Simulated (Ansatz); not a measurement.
`C[Si](N)(N)F`, relaxed with RKS PBE-D4/def2-SVP in Ansatz from a rough embedded geometry. The force threshold is 0.03 eV/Å; the program also tests the step.

Charge 0, multiplicity 1.

Start:

```xyz
12

C    -0.952   -1.020   -0.849
Si    0.041    0.295   -0.213
N    -0.642    1.156    1.015
N     1.377   -0.177    0.679
F     0.550    1.348   -1.311
H    -1.902   -0.642   -1.389
H    -1.314   -1.738   -0.119
H    -0.465   -1.579   -1.644
H    -0.178    2.006    1.152
H    -0.439    0.624    1.911
H     2.008    0.572    0.734
H     1.915   -0.845    0.034
```

How much energy does the relaxation release, and in how many steps? (Best estimate.)

Computed: 1.40 eV, in 14 steps, 1 of them rejected.

Which bonds change most? (Best estimate.)

Computed: C1–Si2 from 1.766 to 1.876 Å; Si2–N3 from 1.648 to 1.731 Å; N4–H12 from 1.073 to 1.022 Å; Si2–F5 from 1.604 to 1.653 Å.

Give the relaxed structure. (Best estimate.)

The calculation gave: 
```xyz
12

C    -0.933   -0.978   -0.863
Si    0.171    0.355   -0.140
N    -0.415    1.333    1.162
N     1.616   -0.392    0.430
F     0.383    1.447   -1.363
H    -1.857   -0.531   -1.284
H    -1.230   -1.719   -0.093
H    -0.426   -1.523   -1.686
H    -1.070    2.092    0.966
H    -0.602    0.909    2.073
H     2.333    0.181    0.879
H     2.032   -1.173   -0.081
```
